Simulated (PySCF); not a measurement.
## A ladder of Hamiltonians for Tb⁶³⁺ (terbium, charge +63)

Occupied: 1s1/2. Hartree-Fock calculated with PySCF 2.14 in an even-tempered Gaussian basis (16 s from 15 bohr⁻², ratio 2.7; 13 p from 18 bohr⁻², ratio 2.7), Gaussian nucleus throughout. NR is non-relativistic, sf-X2C the spin-free one-electron X2C Hamiltonian, X2C adds the bare one-electron spin-orbit term, X2C-SNSO screens it by Boettger's factors, DC is four-component Dirac-Coulomb, and the Gaunt and Breit terms are added at first order (total energies over the DC spinors, levels after relaxing the spinors in that mean field). QED terms are absent. Levels marked empty are virtual spinors of this ion.

```csv
Hamiltonian,E (hartree)
NR,-4184.2430
sf-X2C,-4446.6689
X2C,-4446.6689
X2C-SNSO,-4446.6689
DC,-4448.5978
DC+Gaunt,-4444.7207
DC+Breit,-4444.7207
```

| level (eV) | NR | sf-X2C | X2C | X2C-SNSO | DC | DC+Gaunt | DC+Breit |
| --- | --- | --- | --- | --- | --- | --- | --- |
| 1s1/2 | -56379.9 | -59871.7 | -59871.7 | -59871.7 | -59923.8 | -59819.1 | -59819.1 |
| 2s1/2 (empty) | -13672.6 | -14737.0 | -14737.0 | -14737.0 | -14742.6 | -14730.9 | -14732.3 |
| 2p1/2 (empty) | -13551.3 | -13981.4 | -14597.5 | -14586.7 | -14583.8 | -14559.2 | -14562.7 |
| 2p3/2 (empty) | -13551.3 | -13981.4 | -13724.2 | -13728.0 | -13732.0 | -13719.8 | -13723.4 |
| 3s1/2 (empty) | -6030.1 | -6405.6 | -6405.6 | -6405.6 | -6407.2 | -6403.9 | -6404.3 |

How large are the two-electron picture-change error of X2C and the Breit correction in the total energy?

X2C-1e lies 1.9289 hartree above Dirac-Coulomb; Gaunt adds 3.8771 and the full Breit term 3.8771 hartree.

```tsv
interval (eV)	X2C	X2C-SNSO	DC	DC+Gaunt	DC+Breit
2p3/2 − 2p1/2	873.3	858.7	851.8	839.3	839.3
```

Weight of the small component: 1s1/2 0.0592, 2s1/2 0.0145, 2p1/2 0.0144, 2p3/2 0.0135, 3s1/2 0.00636.

Koopmans' value for the highest occupied level at DC+Breit: 59819.1 eV, against an ionisation energy of 59741.12 ± 0.09 eV (theoretical estimate listed by NIST; NIST Atomic Spectra Database, ionization energies); the former lacks relaxation, correlation, QED and recoil.

The whole ladder took 66 s of wall time on 1 thread of Neoverse-N1 (shared host), launched as `OMP_NUM_THREADS=1 python relrun2.py TASK.json OUT` (a driver that calls PySCF for each Hamiltonian).
